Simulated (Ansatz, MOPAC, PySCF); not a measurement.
Dimer: HCl (SMILES Cl) (first 2 atoms) with C2H2 (SMILES C#C); geometry from B3LYP-D3(BJ)/def2-TZVP, rigid monomers moved along the line of their centres of mass till H2···C4 is 2.74 Å.
(charge 0, multiplicity 1):
| atom | x (Å) | y (Å) | z (Å) |
|---|---|---|---|
| Cl | -0.1177 | 0.5380 | -0.4665 |
| H | -0.1237 | 0.3436 | 0.8106 |
| C | -0.5531 | -0.4734 | 3.3888 |
| C | 0.2932 | 0.3647 | 3.5159 |
| H | -1.3044 | -1.2182 | 3.2804 |
| H | 1.0445 | 1.1082 | 3.6327 |

```csv
level,interaction energy (kcal/mol),"minus CCSD(T)/CBS(aug-cc-pV(D+d)Z, aug-cc-pV(T+d)Z)",cost
AM1,-0.99,1.57,-
PM7,-2.05,0.52,-
HF/3-21G (no counterpoise),-2.62,-0.06,-
HF/6-31G* (no counterpoise),-2.29,0.27,-
HF/aug-cc-pV(D+d)Z,-1.44,1.12,-
PBE-D4/def2-TZVPPD,-3.05,-0.48,×1
B3LYP/6-311+G** (no counterpoise),-2.19,0.37,-
B3LYP/def2-TZVPPD,-1.82,0.74,×2
B3LYP-D3(BJ)/def2-TZVPPD,-2.86,-0.30,×2
PBE0/def2-TZVPPD,-2.37,0.19,×2
wB97M-V/def2-TZVPPD,-2.60,-0.04,×4
"MP2/CBS(aug-cc-pV(D+d)Z, aug-cc-pV(T+d)Z)",-2.82,-0.26,-
CCSD(T)/aug-cc-pV(D+d)Z,-2.18,0.38,×5
"CCSD(T)/CBS(aug-cc-pV(D+d)Z, aug-cc-pV(T+d)Z)",-2.56,0.00,×50*
```

 The comparison column counts from a level with limits of its own.

The rows run from -3.05 (PBE-D4/def2-TZVPPD) to -0.99 kcal/mol (AM1). The dispersion term adds -1.04 in B3LYP-D3(BJ). The 3 functionals in def2-TZVPPD without D3 or D4 span 0.78, from wB97M-V to B3LYP.

Interaction energies are E(AB) − E(A) − E(B) at the monomers' geometry in the complex; basis-set methods are counterpoise corrected. Rows marked so take none.

Correlated levels freeze the cores. CBS: X⁻³ extrapolation of the correlation energy, Hartree–Fock from the larger set. Rows in 3-21G, 6-311+G**, 6-31G* carry no dispersion term and start afresh at each structure (6-31G* with six Cartesian d functions). The state that AM1, PM7 reach isn't checked; PM7 holds dispersion and hydrogen-bond terms.

Run with Ansatz (Gaussian basis) for Hartree–Fock, density functionals and correlated methods; MOPAC for AM1, PM7 (differences of heats of formation); PySCF for 3-21G rows, 6-311+G** rows, 6-31G* rows, the dispersion terms. 

Costs are rough ratios of core time to PBE/def2-TZVPPD (about 2.1 s over the structures, on one shared machine); a dash marks a level with no comparable run of its own. A star marks coupled-cluster runs past 200 virtual orbitals, where the program's memory plan changes under this machine's limit, so their costs aren't comparable with smaller runs.

Ansatz is a first-principles code.
